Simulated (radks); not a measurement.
The numbers below are computed, except where a source is named.
The mean radii <r> (bohr) of the occupied orbitals of an atom or ion are listed with their occupations. Level of theory: scalar-relativistic Kohn-Sham, LB94 model potential, spin-polarised, spherical densities, finite nucleus; Fermi nuclear charge, rms radius of each element as measured or else 0.836 A^(1/3) + 0.57 fm (a radial shooting solver on a logarithmic mesh with Libxc functionals).

orbital  occ.      <r>
1s down     1  0.02553
1s up       1  0.02553
2s up       1   0.1080
2s down     1   0.1080
2p up       3  0.09432
2p down     3  0.09437
3s up       1   0.2607
3s down     1   0.2605
3p up       1   0.2524

Name the element and its charge. Open shells, if any, are filled with parallel spins first.

Answer. Z = 56, barium, charge +43: Ba43+ in [Ne] 3s2 3p1. The 1s radius gives Z: for a bare nucleus <r> = (2 gamma + 1)/(2Z) with gamma = sqrt(1 - (Z/c)^2), 0.02523 bohr for Z = 56, and screening makes it slightly larger (0.02553 here). The occupations add up to 13, and the charge is Z minus that.
